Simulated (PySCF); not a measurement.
A side-by-side comparison of computed properties.

First species: C₄H₅F₄PS.
Numbering: `[F:1][C@@H:2]1[CH2:3][P@@H:4](=[S:5])[C@@H:6]1[C:7]([F:8])([F:9])[F:10]` (hydrogens: H11 on C2; H12, H13 on C3; H14 on P4; H15 on C6)

Cartesian coordinates in Å at the GFN2-xTB level; atoms count from 1:
```
atom  x, y, z in Å
F1    -0.2278    1.8916    0.5023
C2    -0.4607    0.9950   -0.5025
C3    -1.7550    0.2189   -0.2117
P4    -0.7719   -1.1624    0.5750
S5    -1.0865   -3.0334    0.2882
C6     0.5163   -0.1959   -0.4039
C7     1.8607    0.0573    0.2357
F8     2.6690   -1.0008    0.0858
F9     1.7659    0.2762    1.5517
F10    2.4961    1.1071   -0.2990
H11   -0.4233    1.5578   -1.4402
H12   -2.4658    0.7608    0.4090
H13   -2.2464   -0.1204   -1.1241
H14   -0.5548   -0.6936    1.8707
H15    0.6799   -0.6501   -1.3863
```

Second species: C5H9ClOSi2.
SMILES: `ClC[Si@H]1OC=CC=C1[SiH3]`

Levels: PBE0/pcSseg-1 for dipole moment, HOMO energy, LUMO energy and HOMO–LUMO gap; GFN2-xTB for rotational constant A and rotational constant C. Geometries: GFN2-xTB. Each species is one conformer at its optimised geometry, gas phase, non-relativistic unless stated; the electronic structure was computed with PySCF and density fitting.

The conformers computed, where there is a choice (atom-mapped SMILES and torsion angles):
- `[F:1][C@@H:2]1[CH2:3][P@@H:4](=[S:5])[C@@H:6]1[C:7]([F:8])([F:9])[F:10]`: P4–C6–C7–F8 83°
- `[SiH3:1][C:2]1=[CH:3][CH:4]=[CH:5][O:6][Si@@H:7]1[CH2:8][Cl:9]`: O6–Si7–C8–Cl9 170°

Q: Which of the two has the higher HOMO energy, and by how much?

A: The second: -6.59 eV against -7.23 eV, a difference of 0.64 eV.

Q: Which of the two has the higher LUMO energy, and by how much?

A: The first: -0.34 eV against -1.49 eV, a difference of 1.15 eV.

Q: Which has the higher rotational constant C?

A: The first: 0.574 GHz against 0.520 GHz, a difference of 0.054 GHz.

Q: Which has the higher HOMO–LUMO gap?

A: The first: 6.89 eV against 5.10 eV, a difference of 1.79 eV.

Q: Which has the higher dipole moment?

A: The first: 3.51 D against 2.53 D, a difference of 0.98 D.

Q: Which has the higher rotational constant A?

A: The first: 1.415 GHz against 1.357 GHz, a difference of 0.058 GHz.

On the first: A dipole of 3.51 D is allowed in C1, and pure rotational transitions are dipole-allowed. The dipole matches unit charges of opposite sign 0.73 Å apart (1 e·Å = 4.8032 D).

On the second: In atomic units the dipole is 0.99 e·bohr (1 au = 2.5417 D).
